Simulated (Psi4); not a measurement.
A dimer, HF ··· F4Si (SMILES F and F[Si](F)(F)F); the first 2 atoms form monomer A.

```
7

F      0.4622     0.0000     0.0000
H     -0.4622     0.0000     0.0000
F     -4.1536     0.9131    -0.6617
Si    -3.4418    -0.3072     0.0172
F     -3.9345    -0.4418     1.4989
F     -1.8906    -0.0838     0.0021
F     -3.7887    -1.6170    -0.7706
```

Task: What interaction energy does SAPT0/jun-cc-pVDZ, frozen core run with Psi4 1.11 give, and which attractive term is the largest?

Result: Total 13.05 kJ/mol: electrostatics -37.19, exchange 90.58, induction -29.48, dispersion -10.86. The most attractive term is electrostatics.
